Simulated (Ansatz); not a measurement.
`N#[C][SnH2][F]` → F• + `N#[C][SnH2]`• at 700 K and 1 bar (homolysis of the F–Sn bond).

Calculated with Ansatz (gas phase, PBE0-D4/def2-TZVP geometries, no zero-point term in ΔE). CBS: MP2 limit from def2 TZ/QZ plus the TZ coupled-cluster correction, frozen cores. This one scheme is used for every species, atoms too. Open shells (•) are unrestricted, without spin–orbit coupling. Spin–orbit coupling would lower the free atoms: a little for F. def2 core potentials past Kr. For Sn outer-core shells are correlated without core-valence functions, so the limit isn't a true one: a few kJ/mol of doubt a bond, and 10 to 20 or more in all where bonds break to atoms.

```
         species  CCSD(T)/CBS energy (Eh)  H − E (kJ/mol)  S (J/(mol·K))
`N#[C][SnH2][F]`               -407.77206           118.9          407.9
              F•                -99.66871            14.6          178.2
  `N#[C][SnH2]`•               -307.91166            98.6          367.7
```

H − E and S are ideal-gas, rigid-rotor, harmonic terms from PBE0-D4/def2-TZVP, with the whole ground term of open shells counted as degenerate. 1 Eh = 2625.50 kJ/mol, R = 8.31446 J/(mol·K).

Problem. By hand: ΔE, ΔH, ΔS and ΔG.

Solution. ΔE = (-99.66871) + (-307.91166) − (-407.77206) = 0.19169 Eh = 503.3 kJ/mol. Δ(H − E) = 14.6 + 98.6 − 118.9 = -5.7, so ΔH = 497.6 kJ/mol. ΔS = 178.2 + 367.7 − 407.9 = 138.0 J/(mol·K). ΔG = 497.6 − 700 × (138.0)/1000 = 401.0 kJ/mol.

Problem. By hand: the equilibrium constant, and the temperature at which ΔG would vanish if ΔH and ΔS stayed fixed.

Solution. log₁₀ K = −ΔG/(RT ln 10) = -29.9. ΔG = 0 at ΔH/ΔS = 3606 K, far beyond where these terms or the molecules hold.

The number of gas molecules changes by +1, which sets the sign of ΔS. A doubt of 5 kJ/mol in ΔE shifts log₁₀ K by 0.4 here. These are equilibria of isolated gas molecules and say nothing of rates. Largest T1 diagnostic: 0.018 (customary marks: 0.02 for closed shells, 0.045 for open ones).
